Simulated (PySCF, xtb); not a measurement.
InHFBr, SMILES [F][InH][Br].

GFN2-xTB (xtb 6.7.1) at its own geometry gives an orbital gap of 3.36 eV and a dipole moment of 4.35 D.

The structure is a stationary point at PBE0-D3(BJ)/def2-TZVP. The def2 effective core potentials stand for the cores of In; spin–orbit coupling is left out.

Task: What does B3LYP/def2-TZVPD (PySCF) give? (Estimate from the structure and the level; the computed values follow.)

Result: gap 6.06 eV (levels -8.35 and -2.29 eV), dipole 2.85 D.
